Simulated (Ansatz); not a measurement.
Worked example: C2HCl3Si + MgH → C2HCl2Si + MgHCl

Species: C2HCl3Si `C#C[Si](Cl)(Cl)Cl`, singlet; MgH, doublet; C2HCl2Si `C#C[Si](Cl)Cl`, doublet; MgHCl `[MgH][Cl]`, singlet. A radical takes Cl: the energy is the difference in strength between the Si–Cl bond broken and the Mg–Cl bond made.

Shapes, held fixed at every level: PBE0-D4/def2-TZVP. Programs: Ansatz 0.2.0. The zero-point and thermal change to 298 K, harmonic and unscaled (PBE0-D4/def2-TZVP), is +0.7 kJ/mol.

At CCSD(T)/def2-TZVPP; 1 Eh = 2625.50 kJ/mol:

```
 species   energy (Eh)
C2HCl3Si  -1745.014344
     MgH   -200.357447
C2HCl2Si  -1285.175466
   MgHCl   -660.200097
```

Work out ΔH(298 K) of the reaction at this level.


1. Products less reactants: (-1285.175466) + (-660.200097) − [(-1745.014344) + (-200.357447)] = -0.003772 Eh = -9.9 kJ/mol.
2. With the thermal change: -9.9 + (+0.7) = -9.2 kJ/mol.

Other levels give -21.2 (CCSD/def2-SVP) to +7.9 kJ/mol (MP2/def2-TZVPP). No measured value is set beside it here. Open shells run unrestricted. Outer-core shells of Mg are correlated in most correlated rows, in sets that cover them unevenly. The median of the other levels is -19.3 kJ/mol.
